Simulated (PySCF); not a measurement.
**Radial density of C⁺ (carbon, charge +1)**

M06-L, [He] 2s2 2p1, 2P determinant. All numbers are calculated (PySCF 2.14, the non-relativistic Hamiltonian (point nucleus), in cc-pVDZ (3s2p1d, 14 functions)).

```csv
r (bohr),4πr²ρ (e/bohr),4πr²(ρα − ρβ)
0.00555,0.04617,0.0000
0.00933,0.1254,0.0001
0.0157,0.3276,0.0002
0.0264,0.8173,0.0005
0.0444,1.864,0.0012
0.0747,3.691,0.0031
0.126,5.738,0.0091
0.211,6.016,0.0349
0.355,3.384,0.1352
0.598,1.396,0.3846
1.01,2.027,0.6683
1.69,1.472,0.4512
2.85,0.2249,0.0652
4.79,0.006017,0.0031
```
